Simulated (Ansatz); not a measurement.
`C[Se]B(Cl)Cl` → `[CH2]` (triplet) + `ClB(Cl)[SeH]` at 298.15 K and 1 bar (formal loss of a carbene).

Calculated with Ansatz (gas phase, PBE0-D4/def2-TZVP geometries, no zero-point term in ΔE). CCSD(T)/CBS is the MP2 limit (def2-TZVPP, def2-QZVPP) plus CCSD(T) − MP2 in def2-TZVPP, frozen cores. This one scheme is used for every species. Triplets are unrestricted, without spin–orbit coupling. For Se outer-core shells are correlated without core-valence functions, which leaves a few kJ/mol of doubt a bond. Scalar relativity is left out up to krypton. One conformer a species, not always the lowest.

| species | CCSD(T)/CBS energy (Eh) | H − E (kJ/mol) | S (J/(mol·K)) |
| --- | --- | --- | --- |
| `C[Se]B(Cl)Cl` | -3385.02344 | 138.3 | 363.0 |
| `[CH2]` (triplet) | -39.09499 | 55.4 | 195.3 |
| `ClB(Cl)[SeH]` | -3345.76079 | 55.6 | 324.0 |

H − E and S are ideal-gas, rigid-rotor, harmonic terms from PBE0-D4/def2-TZVP, for one conformer and one mirror image of each species, with the whole ground term of open shells counted as degenerate. 1 Eh = 2625.50 kJ/mol, R = 8.31446 J/(mol·K).

Q: By hand: ΔE, ΔH, ΔS and ΔG.

A: ΔE = (-39.09499) + (-3345.76079) − (-3385.02344) = 0.16766 Eh = 440.2 kJ/mol. Δ(H − E) = 55.4 + 55.6 − 138.3 = -27.3, so ΔH = 412.9 kJ/mol. ΔS = 195.3 + 324.0 − 363.0 = 156.3 J/(mol·K). ΔG = 412.9 − 298.15 × (156.3)/1000 = 366.3 kJ/mol.

Q: By hand: the equilibrium constant, and the temperature at which ΔG would vanish if ΔH and ΔS stayed fixed.

A: log₁₀ K = −ΔG/(RT ln 10) = -64.2. ΔG = 0 at ΔH/ΔS = 2642 K, far beyond where these terms or the molecules hold.

The number of gas molecules changes by +1, which sets the sign of ΔS. A doubt of 5 kJ/mol in ΔE shifts log₁₀ K by 0.9 here. Other conformers and mirror images would add mixing entropy, several J/(mol·K) or more a flexible species. A triplet takes part, so the spin changes. These are equilibria of isolated gas molecules and say nothing of rates. Largest T1 diagnostic: 0.011 (customary marks: 0.02 for closed shells, 0.045 for open ones).
